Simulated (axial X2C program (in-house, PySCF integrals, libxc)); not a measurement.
# Density and ELF of GeN⁺

All values were computed with an in-house relativistic program for diatomic molecules. Two-component (2c) means X2C with spin–orbit coupling and atomic mean-field two-electron Coulomb and Gaunt terms. Basis: Ge dyall-cv3z [9s9p7d4f1g], N dyall-av3z [7s7p3d2f] (cores contracted in-house); Gaussian nuclei, density fitting, unrestricted open shells. Masses: Ge 73.921 u, N 14.003 u.

PBE0, two-component, state Ω = 1 (⟨Sz⟩ = 1.00, ⟨Lz⟩ = 0.00 at PBE0); Ge at z = 0, N at z = 1.905 Å.

The maps cover the half plane through the axis: z from -2.4 to 4.2 Å along the bond, ρ from 0.15 to 2.25 Å away from it (steps of 0.3 Å, the bottom row nearest the axis).

log10 of the density in e/bohr³:

digits 0 to 9 span -5.60 to 1.38 evenly
```
01122222222222222211000
11223333333333333222110
12233444444444443332210
22334455554444444433221
23344555555555555543321
23445566666666666554322
33455667876667776654332
33455679997677877654432
```

Electron localisation function (collinear form, no current term, damped to 0 at low density):

digits 0 to 9 span 0.00 to 1.00 evenly
```
00000000000000000000000
00001232100000000000000
00036775310011111100000
00489886421122344321000
02899975322345667653100
06999842112467788875200
17999624641488689987400
28999527272487319997510
```

Axial spin density in 10⁻³ e/bohr³:

digits 0 to 9 span -3.62 to 3.62 evenly, values beyond are clipped
```
55555555555555555555555
55444555555555555555555
54444555556666665555555
44444455677899997655555
44444456899999999755444
44444357899999999955444
44443236456999999844444
44432132862069999024444
```

Occupations by symmetry block were frozen at the best pattern of an incomplete PBE0 search. Density functionals use the spin component along the axis (collinear). With several unpaired electrons one determinant need not be a pure state. Open-shell Ω = 0 determinants with evenly filled partner blocks cannot be reached by this program, so the Ω shown need not be the lowest component. This is the Ω = 1 component of a π² triplet; the 0⁺ component is not one determinant and can lie lowest.
